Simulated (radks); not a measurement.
The numbers below are computed, except where a source is named.
The erbium anion Er- inside a hard spherical wall (all orbitals vanish at R), configuration held at [Xe] 4f13 6s2 and not refilled when levels cross. Level of theory: scalar-relativistic Kohn-Sham, PBEsol, spin-unpolarised, spherical densities, finite nucleus; Fermi nuclear charge, rms radius 5.2516 fm (a radial shooting solver on a logarithmic mesh with Libxc functionals). Eigenvalues in eV, with the zero of energy where the potential of the charges vanishes at infinity; a dash marks a level that is unbound or too diffuse for the functional's potential to be trusted. A positive occupied level is held by the wall or, in an anion where self-interaction has pushed it up, behind a barrier. The pressure on the wall is -dE/dV.

R (bohr),E (hartree),kinetic (hartree),e(5s),e(5p),e(6s),"e(6p, empty)","e(5d, empty)",e(4f),pressure (GPa)
12,-13080.7825,14177.750,-44.470,-19.377,0.717,-,-,4.873,0.111
8,-13080.7151,14177.904,-41.491,-16.515,2.605,-,-,7.942,1.46
7,-13080.6596,14178.057,-40.114,-15.198,3.805,7.091,7.615,9.357,3.61
5,-13080.3003,14179.090,-35.428,-10.816,9.997,16.198,12.972,14.322,35.6
4,-13079.6087,14181.325,-30.579,-6.317,19.812,29.849,19.298,19.773,174
3.5,-13078.7473,14184.291,-26.272,-2.155,30.545,43.895,25.287,24.854,464
2.5,-13072.2445,14206.394,-5.494,20.347,94.612,120.08,56.652,50.047,5470
2,-13058.8900,14248.453,25.629,56.660,197.56,234.47,104.66,83.602,26600
